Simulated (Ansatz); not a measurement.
Geometry optimisation, Ansatz 0.2.0, UKS B3LYP-D4/def2-SVP.

The input (input.yaml):

```yaml
crystal:
  periodic: [false, false, false]
  atoms:
    - { symbol: B, position_ang: [-0.3817, 0.891, -0.0634] }
    - { symbol: "N", position_ang: [0.4035, -0.0554, 0.7204] }
    - { symbol: C, position_ang: [0.6022, -1.2165, 0.2564] }
    - { symbol: O, position_ang: [0.9311, -2.3429, -0.1725] }
    - { symbol: H, position_ang: [-0.8801, 0.6282, -1.1438] }
    - { symbol: H, position_ang: [-0.633, 2.0316, 0.3567] }
magnetization:
  spin_polarized: true
basis:
  gaussian: { orbitals: def2-SVP }
hamiltonian:
  xc: b3lyp
  dispersion: d4
relax:
  f_tol: 0.02
  max_steps: 40
```

Run as:

```bash
$ ansatz run input.yaml --threads 1 --pin off --max-ram 2048MiB --backend cpu --events-out ev --progress --plain --runs-dir out
```

Q: Where does it end, and by what steps?

A: It converged. After 9 steps the energy has fallen by 0.723 eV; N2 moved furthest, 0.75 Å.

```
step  energy less start (eV)  largest force component (eV/Å)  accepted
   0                  0.0000                           6.398       yes
   1                 -0.4831                           1.101       yes
   2                 -0.4995                           1.409       yes
   3                 -0.5664                           0.839       yes
   4                 -0.6192                           0.593       yes
   5                 -0.6500                           1.150       yes
   6                 -0.7062                           0.933       yes
   7                 -0.7205                           0.595       yes
   8                 -0.7233                           0.037       yes
   9                 -0.7235                           0.008       yes
```

```xyz
6
Properties=species:S:1:pos:R:3
B -0.492 0.957 -0.180
N 0.149 -0.274 0.049
C 0.689 -1.331 0.229
O 1.216 -2.360 0.407
H -1.123 1.112 -1.195
H -0.396 1.833 0.644
```

Run time: 72 s on 1 thread of Intel(R) Xeon(R) Processor @ 2.50GHz (Skylake/Cascade Lake), on a shared host, peak memory 0.18 GiB.
